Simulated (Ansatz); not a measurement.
`[OH][Al]([SiH3])[Cl]` + H₂S → `[OH][Al]([SH])[Cl]` + SiH₄  (cleavage of the Al–Si bond)

Isolated molecules relaxed with PBE0-D4/def2-TZVP in Ansatz; ΔE leaves out vibrations. CCSD(T)/CBS is the MP2 limit (def2-TZVPP, def2-QZVPP) plus CCSD(T) − MP2 in def2-TZVPP, frozen cores. This one scheme is used for every species. Functionals use def2-TZVPP. HSE06 is defined as in plane-wave codes. One conformer a species, not always the lowest.

| level | ΔE (eV) |
| --- | --- |
| PBE0-D4 | -0.96 |
| HSE06-D4 | -0.96 |
| CAM-B3LYP-D4 | -1.04 |
| B2PLYP | -1.06 |
| PBE | -0.90 |
| BLYP | -0.97 |
| CAM-B3LYP | -1.04 |
| RPA@PBE/def2-TZVPP | -1.00 |

Task: What does CCSD(T)/CBS give? (Estimate.)

Result: The calculation gave: -1.05 eV. The listed levels differ from it by 0.09, 0.09, 0.01, -0.01, 0.15, 0.08, 0.01, 0.05 eV.

Largest T1 diagnostic among the species: 0.012.

Leaving LDA and LC-ωPBE aside and taking each functional with its dispersion term where it has one, the values, not all of them listed here, spread over 0.18 eV, from BHLYP-D4 to PBE-D4. From BLYP to BHLYP (50 % exact exchange), in def2-TZVPP and without D4, ΔE moves by −0.11 eV.
